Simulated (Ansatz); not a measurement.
SrO2. The state is a triplet with charge 0. Geometry PBE0-D4/def2-TZVPD, that of the charge -1 doublet; atoms count from 1.

Cartesian coordinates in Å:
```
Sr -0.109 1.344 -0.092
O 0.476 -0.680 -0.564
O -0.368 -0.664 0.656
```

In the def2 sets Sr takes a core potential; there is no spin–orbit coupling. The structure holds 1 bond(s) between oxygen atoms. At PBE0-D4/def2-TZVPD a singlet of charge 0 lies 0.89 eV below the triplet at the same geometry. Another isomer (doublet) lies 0.30 eV lower at PBE-D4/def2-TZVPD.

Problem. Estimate the Mulliken populations from the PBE0/def2-TZVPD orbitals of Ansatz.

Solution. 
```
atom  charge (e)  spin (α − β)
 Sr1        0.82          1.02
  O2       -0.41          0.49
  O3       -0.41          0.49
```
Mulliken values and Mayer orders depend strongly on the basis. With diffuse functions, as here, like atoms can get unlike values, and bond orders can come out too low or too high.

Problem. Where does the spin sit?

Solution. Summed by element: Sr 1.02, O 0.98, of 2 unpaired in all. Largest on single atoms: Sr1 1.02, O2 0.49, O3 0.49.

Problem. And the Mayer bond orders between bonded heavy atoms (over 0.3)?

Solution. O2–O3 1.09 (1.48 Å).
